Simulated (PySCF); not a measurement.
# Ga: electron affinity

Ga- [Ar] 3d10 4s2 4p2 [4p1/2^2, M_J = 0] → Ga [Ar] 3d10 4s2 4p1 [4p1/2^1, M_J = 1/2], as a difference of total energies. Computed with PySCF 2.14 in x2c-TZVPPall-2c with one added diffuse shell each of s, p, d type (7s8p5d1f, 63 functions), with the two-component X2C-1e Hamiltonian. Correlated levels: [Ar] frozen; the 6 highest virtual spinors dropped. "Screened" scales the spin-orbit matrix elements by Boettger's factors to mimic the two-electron term; Breit and QED terms are absent.

| method | electron affinity (eV) | error (eV) |
| --- | --- | --- |
| GHF (screened spin-orbit) | -0.164 | -0.465 |
| GMP2 (screened spin-orbit) | 0.220 | -0.081 |
| GCCSD (screened spin-orbit) | 0.215 | -0.086 |
| GCCSD(T) (screened spin-orbit) | 0.255 | -0.046 |

Reference: 0.301 eV (measured; photodetachment measurements, as compiled on the Wikipedia data page of electron affinities).

Errors of the correlated levels include the incompleteness of this basis and the frozen core.

The labels give the starting determinants; with spin-orbit coupling the two ends relaxed to ⟨J²⟩ = 1.86, ⟨L²⟩ = 2.01, ⟨S²⟩ = 2.01 and ⟨J²⟩ = 0.91, ⟨L²⟩ = 2.05, ⟨S²⟩ = 0.77.

A negative affinity means that the anion lies above the atom at that level of theory.

The determinant of Ga- mixes levels of different J (the jj label is only the starting occupation), so the difference between spin-free and spin-orbit rows is not the physical spin-orbit shift.
